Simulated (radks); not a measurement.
Charge is removed step by step from the 3d down level of Se, starting from [Ar] 3d(up 5, down 5) 4s2 4p4. All-electron calculation, scalar-relativistic Kohn-Sham, PBE, spin-polarised, spherical densities, point nucleus; open shells are filled with parallel spins first. Program: a radial shooting solver on a logarithmic mesh with Libxc functionals.

[
 {"removed (e)": "0", "E - E(0) (eV)": "0.000", "eigenvalue (eV)": "-52.886", "E minus straight line (eV)": "0.000"},
 {"removed (e)": "0.25", "E - E(0) (eV)": "13.852", "eigenvalue (eV)": "-57.995", "E minus straight line (eV)": "-2.010"},
 {"removed (e)": "0.5", "E - E(0) (eV)": "29.009", "eigenvalue (eV)": "-63.327", "E minus straight line (eV)": "-2.715"},
 {"removed (e)": "0.75", "E - E(0) (eV)": "45.525", "eigenvalue (eV)": "-68.863", "E minus straight line (eV)": "-2.061"},
 {"removed (e)": "1", "E - E(0) (eV)": "63.448", "eigenvalue (eV)": "-74.590", "E minus straight line (eV)": "0.000"}
]

Removing the whole electron costs 63.448 eV by Delta-SCF, against 52.886 eV from minus the eigenvalue at the starting occupation. Slater's transition state (half an electron removed) gives 63.327 eV. Integrating minus the eigenvalue over the occupation (Janak's theorem) gives 63.464 eV. In this scalar-relativistic scheme the density is built from large components alone, so the theorem holds only approximately. The mean slope of the eigenvalue, de/dn, is 21.7 eV per electron.
